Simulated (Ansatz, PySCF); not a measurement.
Caution: the restricted solution is unstable towards spin-unrestricted or complex orbitals, so a lower solution exists and this singlet may not be the ground state. This singlet lies 0.59 eV below the relaxed triplet at the level composite: frozen-core CCSD(T) with HF/cc-pVQZ and the correlation energy extrapolated as X^-3 from cc-pVTZ and cc-pVQZ, plus CCSDT(Q) minus CCSD(T) in cc-pVDZ // PBE0-D3(BJ)/def2-TZVP (Ansatz, a quantum-chemistry and plane-wave program).

# H4Si2, SMILES `[SiH][SiH3]` (lower singlet) (charge 0, multiplicity 1)

The numbers are results of PySCF with PBE0-D3(BJ)/def2-TZVP, not measurements.

```json
{
 "HOMO": "-6.66 eV",
 "dipole_moment": "0.23 D",
 "HOMO–LUMO gap": "3.30 eV",
 "LUMO": "-3.37 eV",
 "total_energy": "-581.0749 Ha",
 "cost": "around 9 core-seconds (rough)"
}
```

```xyz
6

Si     1.6692     0.8381     0.2371
Si    -0.5744     0.0952    -0.0508
H      2.1118    -0.6059     0.0116
H     -0.8564    -0.7492     1.1521
H     -1.5947     1.1787    -0.0887
H     -0.7555    -0.7570    -1.2614
```
